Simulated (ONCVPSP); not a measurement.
# What one change does to a pseudopotential (chromium, ONCV)

```
Element                 : chromium
Generator               : ONCVPSP 4.0.1
Type                    : optimised norm-conserving Vanderbilt (ONCV)
Functional              : PBE
Relativity              : fully relativistic
Frozen core             : [Ne]
Valence charge          : 14
Reference configuration : 3s2 3p6 3d5 4s1
Partial waves           : 3s+4s: rc 1.35 bohr, ncon 5, nbas 8, qcut 11 1/bohr, 2 projectors; 3p: rc 1.00 bohr, ncon 4, nbas 8, qcut 7.4 1/bohr, 2 projectors, debl 2 Ha; 3d: rc 1.95 bohr, ncon 4, nbas 9, qcut 6.6 1/bohr, 3 projectors, debl 3.3 Ha
Local potential         : polynomial inside 0.95 bohr (lpopt 3, dvloc0 1 Ha)
Core correction         : Teter function, fcfact 4.5, rcfact 1.55
```

Open shells are filled in proportion to 2j + 1.

Change: scalar-relativistic.

Cutoffs: the cutoffs (Ha) at which the residual kinetic energy of the hardest occupied pseudo-wave falls to 1 and 0.1 mHa per electron; they do not see the model core or the augmentation charge, which bear on the density cutoff. Errors are all-electron minus pseudo energies relative to the spin-unpolarised reference configuration.

Problem. How do hardness, ghosts and transferability respond?

Solution. The potential gets neither clearly harder nor softer (41 Ha and 133 Ha → 41 Ha and 125 Ha); the errors of the 3 common tests hardly move; neither file shows a bound ghost.

```tsv
quantity	base	changed
cutoff, loose	41 Ha	41 Ha
cutoff, tight	133 Ha	125 Ha
loose cutoff by channel	s 41 Ha, p 25 Ha, d 20 Ha	s 41 Ha, p 25 Ha, d 20 Ha
bound ghosts	none	none
GHOST(+) flags under 300 eV	none	none
tests counted (converged, no solver errors)	3 of 4	3 of 4
error for 3s2 3p6 3d5 4s0, meV [ΔE 6.90 eV]	+11	+9.8
error for 3s2 3p6 3d4 4s0, meV [ΔE 22.95 eV]	+18	+17
error for 3s2 3p6 3d5 4s0 4p1, meV [ΔE 3.12 eV]	+3.0	+2.7
s: phases at 1.37 bohr within 0.05 rad from the reference energy up to (Ha; the scan ends near 5)	to the end of the scan	to the end of the scan
rms error of d²Exc/dni dnj with the model core, mHa	4.80	1.56
```

Base: Tests not counted: 3s2 3p6 3d3 4s0 (no result). These tests converged, but a pseudo level misses the all-electron one widely, so the file describes the atom poorly there or has found another state: 3s2 3p6 3d5 4s0 4p1: empty 4s by 5.0 eV. Changed file: Tests not counted: 3s2 3p6 3d3 4s0 (no result).
